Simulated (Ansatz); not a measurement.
Conformers of C2H10N2Sn (`C[NH][SnH2][NH]C`), each relaxed with PBE0-D4/def2-TZVP in Ansatz. CBS adds the triple-zeta coupled-cluster correction to the MP2 limit.

Elements past krypton have def2 core potentials. Outer-core shells of Sn are correlated without core-valence functions. Spin–orbit coupling is left out.

Not all of them had a frequency check.

Conformer A:

Cartesian coordinates in Å:
```
C -2.141 1.674 0.047
N -0.909 1.560 -0.707
Sn -0.021 -0.235 -0.938
N 1.077 -0.670 0.716
C 2.121 -1.674 0.646
H -2.021 1.626 1.140
H -2.649 2.617 -0.186
H -2.826 0.871 -0.240
H -0.261 2.299 -0.472
H 1.131 -0.161 -2.193
H -1.317 -1.321 -1.233
H 0.522 -0.776 1.554
H 1.766 -2.715 0.615
H 2.799 -1.584 1.502
H 2.727 -1.513 -0.251
```

Conformer B:

```xyz
15

C    -1.331   -0.125    1.764
N    -1.103   -0.937    0.584
Sn   -0.781   -0.038   -1.193
N     0.949    0.930   -0.819
C     2.145    0.165   -0.521
H    -1.172   -0.716    2.673
H    -2.335    0.321    1.829
H    -0.606    0.693    1.786
H    -1.724   -1.733    0.545
H    -0.695   -1.314   -2.336
H    -1.899    1.187   -1.628
H     1.139    1.704   -1.438
H     2.619   -0.307   -1.395
H     1.899   -0.630    0.188
H     2.897    0.799   -0.039
```

Question: Which is lowest in electronic energy at CCSD(T)/CBS (frozen core, def2 sets), and by how much? (Estimate.)

Answer: Computed: B; A lies 5.9 kJ/mol higher.

Question: Give the energies relative to B (kJ/mol) with ωB97M-V/def2-TZVPP, PBE/def2-TZVPP, r2SCAN/def2-TZVPP, PBE0/def2-TZVPP, MP2/def2-TZVPP, HF/def2-QZVPP, HF/CBS(def2). (Estimate.)

Answer: Ansatz gave: 
```json
{"level": "ωB97M-V/def2-TZVPP", "A": "5.3"}
{"level": "PBE/def2-TZVPP", "A": "3.7"}
{"level": "r2SCAN/def2-TZVPP", "A": "5.3"}
{"level": "PBE0/def2-TZVPP", "A": "3.9"}
{"level": "MP2/def2-TZVPP", "A": "5.9"}
{"level": "HF/def2-QZVPP", "A": "3.0"}
{"level": "HF/CBS(def2)", "A": "2.9"}
```
